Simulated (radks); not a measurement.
Results of a calculation; reference values are marked as such.
Initial-state core-level shifts of the silicon ion Si+ when its valence configuration changes from [Ne] 3s2 3p1. Code: a radial shooting solver on a logarithmic mesh with Libxc functionals. Model: Dirac Kohn-Sham, PBE, spin-unpolarised, spherical densities, finite nucleus; open shells fill j = l - 1/2 first; Fermi nuclear charge, rms radius 3.1224 fm. Shifts are changes of the shell-averaged eigenvalues in eV (positive: less bound); the change of the density at the nucleus, which sets a Mossbauer isomer shift, is in e/bohr^3, on a base of 1911.

| valence | 1s | 2s | 2p | density at nucleus |
|---|---|---|---|---|
| 3s1 3p2 | -1.622 | -1.582 | -1.569 | -5.2165 |
| 3s1.5 3p1.5 | -0.823 | -0.801 | -0.795 | -2.5734 |
| 3p3 | -3.189 | -3.111 | -3.084 | -10.6979 |
| 3s0.5 3p2.5 | -2.416 | -2.356 | -2.336 | -7.9256 |
